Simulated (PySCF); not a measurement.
This PySCF input asks for the NMR shieldings of `InChI=1S/C5H12BN/c1-4-7-6-5(2)3/h6-7H,2,4H2,1,3H3`; the geometry comes from GFN2-xTB.

```python
import basis_set_exchange as bse
import numpy as np
from pyscf import gto, dft
from pyscf.prop import nmr

atoms = """
C    -2.735575    0.842714    0.896351
C    -1.791279    0.339608    0.103655
C    -2.114038    0.065203   -1.342495
B    -0.352669    0.030471    0.649192
N     0.615366   -0.487034   -0.189284
C     1.987079   -0.806748    0.127718
C     2.965120    0.055628   -0.669959
H    -2.543586    1.053773    1.935190
H    -3.734577    1.066708    0.548176
H    -1.457000    0.643463   -1.992570
H    -1.969280   -0.991128   -1.569919
H    -3.144618    0.328139   -1.575604
H    -0.076068    0.226880    1.772658
H     0.407853   -0.656877   -1.163715
H     2.180029   -1.866465   -0.087515
H     2.136911   -0.643171    1.196426
H     3.989531   -0.194580   -0.407108
H     2.794402    1.107902   -0.454809
H     2.832596   -0.105238   -1.738358
"""
names = dict.fromkeys(["C", "B", "N", "H"], "pcSseg-1")
basis = {el: gto.basis.parse(bse.get_basis(n, elements=[el], fmt="nwchem")) for el, n in names.items()}
mol = gto.M(atom=atoms, basis=basis, charge=0, verbose=0)
mf = dft.RKS(mol, xc="PBE0")
mf.grids.level = 2
mf.grids.alignment = dft.numint.BLKSIZE   # the property module wants whole blocks of grid points
mf.conv_tol = 1e-9
mf.kernel()

calc = nmr.RKS(mf)   # GIAO
C = mf.mo_coeff
Co = C[:, mf.mo_occ > 0]
resp = mf.gen_response(singlet=True, hermi=2)
def vind(x):   # induced exchange potential for any number of trial vectors
    d = np.einsum("pi,xij,qj->xpq", C, 2 * x.reshape(-1, C.shape[1], Co.shape[1]), Co, optimize=True)
    return np.einsum("xpq,pi,qj->xij", resp(d - d.transpose(0, 2, 1)), C, Co, optimize=True).ravel()
mo1, _ = nmr.rhf.solve_mo1(calc, with_cphf=vind)
sigma = calc.kernel(mo1)
for i, s in enumerate(sigma):   # ppm
    w = np.linalg.eigvalsh((s + s.T) / 2)
    print("%2d %-2s iso %8.1f  s11 %8.1f  s22 %8.1f  s33 %8.1f" % (i, mol.atom_pure_symbol(i), w.mean(), *w))
```

Q: What are the results?

A: 
```
 0 C  iso     45.8  s11    -66.9  s22     63.4  s33    140.9
 1 C  iso     32.7  s11    -88.2  s22      5.2  s33    181.0
 2 C  iso    162.6  s11    149.3  s22    153.3  s33    185.2
 3 B  iso     66.2  s11     34.9  s22     59.6  s33    104.1
 4 N  iso    121.2  s11     19.6  s22    145.6  s33    198.4
 5 C  iso    138.8  s11    118.3  s22    129.4  s33    168.8
 6 C  iso    164.6  s11    147.1  s22    160.9  s33    185.7
 7 H  iso     25.9  s11     22.8  s22     24.9  s33     30.0
 8 H  iso     25.6  s11     22.3  s22     25.2  s33     29.4
 9 H  iso     29.9  s11     25.8  s22     29.5  s33     34.2
10 H  iso     29.8  s11     25.9  s22     29.3  s33     34.4
11 H  iso     29.9  s11     26.2  s22     28.8  s33     34.7
12 H  iso     26.9  s11     25.5  s22     25.8  s33     29.5
13 H  iso     27.5  s11     21.4  s22     29.4  s33     31.8
14 H  iso     28.3  s11     23.2  s22     27.8  s33     33.8
15 H  iso     28.3  s11     24.0  s22     28.5  s33     32.5
16 H  iso     30.5  s11     26.4  s22     27.5  s33     37.7
17 H  iso     30.5  s11     27.3  s22     28.9  s33     35.4
18 H  iso     30.5  s11     27.0  s22     29.1  s33     35.5
```

These numbers come from an equivalent density-fitted implementation of the same equations, which agrees with the script to about 0.01 ppm for H and up to a few tenths of a ppm for heavy atoms, so last digits may differ.

Size and cost of the density-fitted run: 179 basis functions, 29 s wall time on 1 thread of an Arm Neoverse V1, shared host; peak memory 0.81 GiB.
